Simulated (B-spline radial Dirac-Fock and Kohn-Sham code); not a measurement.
Level of theory: Dirac-Fock ΔSCF + Breit + QED; an atomic code on a B-spline grid. Free neutral atoms.

Question: Order these X-ray lines by photon energy, lowest first.
A. W Mγ
B. Kr Lγ3
C. Mo Lα1
D. Cd Lβ15
E. Xe Lβ7
F. Ir Mα1

Answer: B (1917.7 eV), F (1982.5 eV), A (2037.0 eV), C (2294.5 eV), D (3529.2 eV), E (4760.7 eV).

Values without a named source are computed, but for edge energies of neutral atoms, which are taken from tables.
